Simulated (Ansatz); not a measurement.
Basis-set series for C₄H₁₃GaN₂O, SMILES `C[N](C)[Ga]([OH])[N](C)C`. Charge 0, multiplicity 1. The structure was optimised at the PBE0-D4/def2-TZVP level. It is one conformer, not always the lowest.

Z-matrix (Å, degrees):
```
C
N 1 1.438
H 1 1.091 2 111.3
H 1 1.101 2 112.1 3 -120.9
H 1 1.101 2 111.2 3 119.4
Ga 2 1.820 1 124.8 3 4.7
C 2 1.438 1 113.0 3 -175.5
O 6 1.793 2 119.7 1 -163.2
N 6 1.812 2 126.4 1 17.0
H 7 1.101 2 111.8 1 60.6
H 7 1.093 2 111.1 1 -179.0
H 7 1.101 2 111.7 1 -59.4
H 8 0.958 6 114.1 2 14.8
C 9 1.441 6 120.9 2 -168.0
C 9 1.437 6 125.6 2 13.7
H 14 1.091 9 110.7 6 -0.2
H 14 1.101 9 111.6 6 120.1
H 14 1.100 9 111.4 6 -120.1
H 15 1.101 9 111.2 6 122.6
H 15 1.091 9 111.4 6 3.1
H 15 1.101 9 112.1 6 -117.8
```

```tsv
functional	basis	functions	energy (Eh)	HOMO (eV)	LUMO (eV)
PBE0-D4	def2-SVP	195	-2268.72818	-5.76	0.30
PBE0-D4	def2-TZVPP	447	-2269.36724	-5.89	0.07
ωB97M-V	def2-SVP	195	-2269.09228	-8.04	2.06
ωB97M-V	def2-TZVPP	447	-2269.74746	-8.17	1.77
```

**Question.** Give the rows for def2-QZVPP. (Estimate.)

**Answer.** Ansatz gave: 
```csv
functional,basis,functions,energy (Eh),HOMO (eV),LUMO (eV)
PBE0-D4,def2-QZVPP,878,-2269.43158,-5.92,-0.20
ωB97M-V,def2-QZVPP,878,-2269.80981,-8.20,1.18
```

Positive LUMOs are unbound and depend on the basis. Scalar relativity is left out up to krypton.
